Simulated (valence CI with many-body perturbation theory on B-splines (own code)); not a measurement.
# Which ion has this spectrum?

A relativistic CI+MBPT calculation for an atom or ion with 6 electrons gives these levels (× 10³ cm⁻¹):

```csv
J,Parity,E,g
0,even,0.00,
1,even,2917.4,1.48
2,even,3045.6,1.16
2,odd,4457.5,1.57
1,odd,4958.1,1.08
2,even,6067.2,1.30
0,even,6402.3,
2,odd,7239.4,1.54
3,odd,7526.2,1.31
0,odd,7834.7,
1,odd,7957.6,1.29
2,odd,8040.2,1.07
1,odd,8067.6,1.35
2,even,9694.2,1.33
```

The energies are calculated, and their last digits are not significant.

(1) Which is it?
A. Ce52+
B. Cs49+
C. I47+
D. Ba50+

Answers

(1) B. Cs49+, ground level (2s^2 2p1/2^2) J=0.
